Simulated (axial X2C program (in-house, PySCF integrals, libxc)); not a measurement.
## Potential curves of SrSi⁻, two-component

Computed with an in-house all-electron X2C program for linear molecules (integrals from PySCF). Two-component (2c) means X2C with spin–orbit coupling and atomic mean-field two-electron Coulomb and Gaunt terms. Basis: Sr dyall-acv3z [14s13p9d6f1g], Si dyall-av3z [9s8p3d2f] (cores contracted in-house); Gaussian nuclei, density fitting, unrestricted open shells. Masses: Sr 87.906 u, Si 27.977 u.

State: Ω = 3/2 (⟨Sz⟩ = 1.50, ⟨Lz⟩ = 0.00 at PBE0). Energies in kJ/mol from the fragments at the same level (Sr + Si-). Fits are polynomials in 1 − R0/R over 0.85 to 1.23 times the lowest point R0.

| R (Å) | PBE0 |
| --- | --- |
| 2.8365 | -115.11 |
| 2.9300 | -121.48 |
| 3.0235 | -124.38 |
| 3.1170 | -124.71 |
| 3.2261 | -122.75 |
| 3.3352 | -119.06 |
| 3.4755 | -112.72 |

The state is a single determinant with fixed occupations, the lowest that a limited PBE0 search found. Dissociation energies refer to the lowest single-determinant-based atoms at the same level and basis. Density functionals use the spin component along the axis (collinear). PBE0 can misorder states that lie within some tenths of an eV, so this need not be the ground state of the molecule. The nearest other 2c determinant of the search, Ω = 1/2, lies 0.28 eV up at the distance of the search. The functionals have no current-density term, which raises determinants with orbital currents, atoms included. With several unpaired electrons one determinant need not be a pure state. The highest occupied level of some functionals is positive through self-interaction error; at Hartree–Fock it is bound. This is the top spin component of a Σ state; components of lower Ω are not single determinants and can lie lower.

Question: What are Re, ωe and De at the PBE0 level?

Answer: At PBE0, 2c: Re = 3.083 Å, ωe ≈ 179 cm⁻¹, De = 1.29 eV to Sr + Si-; Be follows as 0.0836 cm⁻¹.
